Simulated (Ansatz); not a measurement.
Consider the silylene loss: `[SiH3][O][Zn][O][SiH3]` → `[OH][Zn][O][SiH3]` + `[SiH2]`.

Calculated with Ansatz (gas phase, PBE0-D4/def2-TZVP geometries, no zero-point term in ΔE). CBS: MP2 limit from def2 TZ/QZ plus the TZ coupled-cluster correction, frozen cores. This one scheme is used for every species. DFT in def2-TZVPP. B3LYP here is the variant with VWN-RPA as its local correlation; programs differ in this. HSE06 is defined as in plane-wave codes. For Zn outer-core shells are correlated without core-valence functions, which leaves a few kJ/mol of doubt a bond. Scalar relativity is left out up to krypton. Each species was taken in one conformer, which may not be the lowest.

| level | ΔE (eV) | difference from CCSD(T)/CBS |
| --- | --- | --- |
| B3LYP-D4 | 3.49 | -0.06 |
| r2SCANh-D4 | 3.74 | 0.19 |
| BLYP | 3.18 | -0.37 |
| PBE0 | 3.51 | -0.04 |
| HSE06 | 3.51 | -0.04 |
| CCSD/def2-TZVPP | 3.48 | -0.07 |
| CCSD(T)/def2-TZVPP | 3.49 | -0.06 |
| HF/def2-QZVPP | 3.64 | 0.09 |
| MP2/def2-QZVPP | 3.74 | 0.19 |
| MP2/CBS(def2) | 3.76 | 0.21 |
| CCSD(T)/CBS | 3.55 | 0 |

Largest T1 diagnostic among the species: 0.016.

At CCSD(T), def2-SVP lies −0.04 eV from the extrapolated value and def2-TZVPP −0.06 eV. The D4 term adds +0.10 eV with B3LYP and +0.06 eV with PBE0; it sums over pairs of atoms, weighted by their polarisabilities, and B3LYP, whose exchange is more repulsive, gets the larger term.
